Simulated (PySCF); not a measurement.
# Electron correlation in N(2+) (nitrogen, charge +2)

[He] 2s1 2p2, 2s spin antiparallel (an excited configuration). Computed with PySCF 2.14 in aug-cc-pV5Z, with no relativity, point nucleus. Frozen: 1s2; 3 electrons correlated.

MP2 pair energies summed by pair of shells (mhartree):

```csv
pair,energy,share (%)
2s-2p,-88.05,91.4
2p-2p,-8.26,8.6
```

Total MP2 correlation energy: -96.31 mhartree.

Same-spin part -8.26 and opposite-spin part -88.05 mhartree; SCS-MP2 scales them by 1/3 and 6/5 to -108.42 mhartree.
